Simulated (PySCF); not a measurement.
Compound: C₃H₂BrN₃.
InChI=1S/C3H2BrN3/c4-3-6-1-5-2-7-3/h1-2H

The calculation used PySCF, PBE/def2-SVP geometry optimisation, gas phase.

Take the most abundant isotopes and a rigid rotor. 

Q: Give the principal moments of inertia and the rotational constants in cm⁻¹.

A: Ia = 79.04, Ib = 485.73, Ic = 564.76 u·Å²; 505379 MHz·u·Å²/I gives 6394, 1040 and 894.9 MHz, that is A = 0.21329, B = 0.03471, C = 0.02985 cm⁻¹.

Q: What kind of rotor is it?

A: A near-prolate asymmetric top. Ray's parameter κ = (2B − A − C)/(A − C) = -0.947; −1 is the prolate and +1 the oblate limit.

Q: What does the inertial defect say?

A: Planar: Δ = Ic − Ia − Ib = 0.00 u·Å². For a rigid frame Δ = −2 Σ m c², so it vanishes when all atoms lie in the ab plane; here none is more than 0.01 Å from it.

Q: Give the coordinates in the principal-axis frame, origin at the centre of mass.

A: The sense of each axis is arbitrary; atoms in the order of the calculation.
```json
{"atom": "Br1", "mass (u)": "78.918", "a (Å)": "1.623", "b (Å)": "0.000", "c (Å)": "0.000"}
{"atom": "C2", "mass (u)": "12.000", "a (Å)": "-0.280", "b (Å)": "0.000", "c (Å)": "-0.001"}
{"atom": "N3", "mass (u)": "14.003", "a (Å)": "-0.877", "b (Å)": "-1.193", "c (Å)": "-0.001"}
{"atom": "C4", "mass (u)": "12.000", "a (Å)": "-2.219", "b (Å)": "-1.125", "c (Å)": "0.000"}
{"atom": "N5", "mass (u)": "14.003", "a (Å)": "-2.949", "b (Å)": "0.000", "c (Å)": "0.001"}
{"atom": "C6", "mass (u)": "12.000", "a (Å)": "-2.219", "b (Å)": "1.126", "c (Å)": "0.000"}
{"atom": "N7", "mass (u)": "14.003", "a (Å)": "-0.877", "b (Å)": "1.193", "c (Å)": "-0.001"}
{"atom": "H8", "mass (u)": "1.008", "a (Å)": "-2.765", "b (Å)": "-2.087", "c (Å)": "0.000"}
{"atom": "H9", "mass (u)": "1.008", "a (Å)": "-2.765", "b (Å)": "2.087", "c (Å)": "0.000"}
```

Q: Where do the levels up to J = 5 lie, in MHz?

A: Above 0(0,0):
J = 1: 1(0,1) 1935, 1(1,1) 7289, 1(1,0) 7435
J = 2: 2(0,2) 5803, 2(1,2) 11014, 2(1,1) 11451, 2(2,1) 27513, 2(2,0) 27516
J = 3: 3(0,3) 11597, 3(1,3) 16600, 3(1,2) 17473, 3(2,2) 33319, 3(2,1) 33333, 3(3,1) 60454, 3(3,0) 60454
J = 4: 4(0,4) 19309, 4(1,4) 24044, 4(1,3) 25500, 4(2,3) 41058, 4(2,2) 41101, 4(3,2) 68201, 4(3,1) 68201, 4(4,1) 106182, 4(4,0) 106182
J = 5: 5(0,5) 28928, 5(1,5) 33344, 5(1,4) 35527, 5(2,4) 50728, 5(2,3) 50830, 5(3,3) 77887, 5(3,2) 77888, 5(4,2) 115865, 5(4,1) 115865, 5(5,1) 164699, 5(5,0) 164699

Q: Which lines would a microwave search look for?

A: The dipole components are |μa| = 0.93 D, |μb| = 0.00 D, |μc| = 0.00 D; the symmetry axis of this C2v structure is a, so μb and μc vanish by symmetry and there are no b-type or c-type lines. Some lines, for components of 0.1 D or more:

```csv
type,branch,"J(Ka,Kc)",MHz,lower level (cm⁻¹)
a,Q,"2(1,1) ← 2(1,2)",437,0.367
a,R,"1(0,1) ← 0(0,0)",1935,0.000
a,R,"2(1,2) ← 1(1,1)",3725,0.243
a,R,"2(0,2) ← 1(0,1)",3868,0.065
a,R,"2(1,1) ← 1(1,0)",4016,0.248
```

Q: Estimate the classical rotational partition function at 10 K, 298.15 K and 500 K.

A: Point group C2v, symmetry number σ = 2; q = (√π/σ)·√((kT/h)³/(ABC)), k/h = 20836.6 MHz/K: 1090 at 10 K, 178000 at 298.15 K, 386000 at 500 K.

PBE/def2-SVP frequencies: not computed here. Constants of a rigid frame at the computed geometry: no zero-point averaging, no centrifugal distortion. Quadrupole hyperfine structure (14N, 79Br) is left out.
